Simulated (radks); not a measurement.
Problem. Spherical quantum dot in the effective-mass picture: electrons in a parabolic well V = omega^2 r^2 / 2 with omega = 0.0564, all in effective atomic units (hartree* = m*/eps^2 hartree, bohr* = eps/m* bohr), one dielectric constant everywhere. Method: non-relativistic Kohn-Sham, LDA (Slater exchange, Perdew-Wang correlation), spin-polarised, spherical densities; computed with a radial shooting solver with Libxc functionals. Levels are named by radial order and angular momentum (1s, 1p, 1d, 2s, ...), and open shells are averaged over m. Results are scaled to m* = 0.153 and eps = 12.5, for which hartree* = 26.65 meV and bohr* = 4.323 nm. At N = 19 the configuration is 1s2 1p6 1d10 2s(up 1, down 0). Does electron 20 go into 1f up or 1f down or 2s down?

Solution. Into 2s down. The total energies of the other choices lie higher by 0.0313 meV (1f up), 0.0422 meV (1f down).
